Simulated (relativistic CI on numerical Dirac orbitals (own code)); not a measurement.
# What each ingredient does to the levels of Tl LXXVI

Base calculation: Dirac-Coulomb-Breit CI, separate exchange-only KLI orbitals for each configuration, a model potential for QED, unscaled Slater integrals.

CI space (outside the closed core 1s2): 2s2 2p2, 2s 2p3, 2p4, 2p3 3s, 2s2 2p 3s, 2p3 3p, 2s2 2p 3p, 2p3 3d, 2s2 2p 3d, 2s 2p2 3s, 2s 2p2 3p, 2s 2p2 3d, 2s2 2p 4s, 2s2 2p 4p, 2s2 2p 4d, 2s2 2p 4f, 2s2 3s2, 2s2 3s 3p, 2s 2p2 4s, 2s2 3s 3d, 2s2 2p 5s, 2s 2p2 4p, 2s2 3p2, 2s2 2p 5p, 2s2 2p 5d, 2s 2p2 4d, 2s2 2p 5f, 2s2 2p 5g, 2s 2p2 4f, 2s2 3p 3d, 2s 2p 3s2, 2s2 3d2, 2s 2p 3s 3p, 2s 2p 3s 3d, 2s 2p 3p2, 2s 2p 3p 3d. Levels of other configurations are missing.

Variants: (1) P86 correlation estimate; (2) only the first 3 configurations. Shifts of the energy above 2s2 2p2 3P_0, in eV, for the lowest level and the first level of each name with at least 55 % of one term (blank where a level changes its place among those of its configuration and J or its character, or is not in the variant):

| Level | Base | Δ(1) | Δ(2) |
| --- | --- | --- | --- |
| 2s2 2p2 3P_0 | 0.0 | 0.0 | 0.0 |
| 2s2 2p2 3P_1 | 2157.4 | 0.0 | -0.4 |
| 2s2 2p2 1D_2 | 2175.7 | 0.0 | -0.3 |
| 2s2 2p2 3P_2 | 4364.7 | 0.0 | -0.5 |
| 2s2 2p2 1S_0 | 4436.9 | 0.0 | -0.9 |
| 2s 2p3 3D°_3 | 4683.1 | 0.0 | -0.8 |
| 2s 2p3 3P°_0 | 4758.6 | 0.0 | -0.9 |
| 2s 2p3 1D°_2 | 4792.6 | 0.0 | -0.3 |
| 2s 2p3 3P°_1 | 4797.7 | 0.0 | -0.7 |
| 2p4 3P_2 | 5166.4 | -0.1 | -0.3 |
| 2p4 1S_0 | 5241.4 | -0.1 | -0.2 |
| 2p4 3P_1 | 7344.4 | -0.1 | -0.6 |
| 2p4 1D_2 | 7362.9 | -0.1 | -0.4 |
| 2p4 3P_0 | 9585.8 | -0.1 | -0.5 |
| 2s2 2p 3s 3P°_0 | 12913.0 | +1.3 |  |
| 2s2 2p 3s 3P°_1 | 12916.8 | +1.3 |  |
| 2s2 2p 3p 3D_1 | 13015.5 | +1.4 |  |
| 2s2 2p 3p 3P_0 | 13073.2 | +1.4 |  |
| 2s 2p2 3s 3P_0 | 13284.6 | +1.2 |  |
| 2s2 2p 3d 3F°_2 | 13751.1 | +1.2 |  |
| 2s2 2p 3s 3P°_2 | 15129.8 | +1.3 |  |
| 2s2 2p 3s 1P°_1 | 15140.3 | +1.3 |  |

At this charge energies of transitions that change n are usually good to better than 1 %, and those within a shell (Δn = 0) to a few per cent.

Ionisation energy from the two ground configurations alone: base 22781.9 eV. The NIST ASD value (theoretical) is 22780 eV.

LS names give the leading component of a level, which can be under half, so a name can repeat, a term be missing and a line seem to break the LS rules.
